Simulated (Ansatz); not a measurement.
Basis-set extrapolation for AlFH3NS (`[NH2][Al]([F])[SH]`) (PBE0-D4/def2-TZVP geometry, frozen core, Ansatz). Multiplicity 1, RHF reference.

```tsv
	def2-TZVPP	def2-QZVPP
HF	-795.351813	-795.378284
MP2 correlation	-0.716647	-0.779234
CCSD(T) correlation	-0.771293	-0.831246
```

Energies in hartree. Use E(X) = E(∞) + A·exp(−7.88·√X) for Hartree–Fock and E(X) = E(∞) + B·X^(−2.97) for correlation, with X = 3 and 4.

What is the CCSD(T) energy at the basis-set limit?

HF limit: -795.378284 + (-0.026471) × 0.13774 = -795.38193. Correlation limit: -0.831246 + (-0.059953) × 0.74074 = -0.87566. Total: -796.25759 hartree, 353.1 kJ/mol below CCSD(T)/def2-TZVPP.
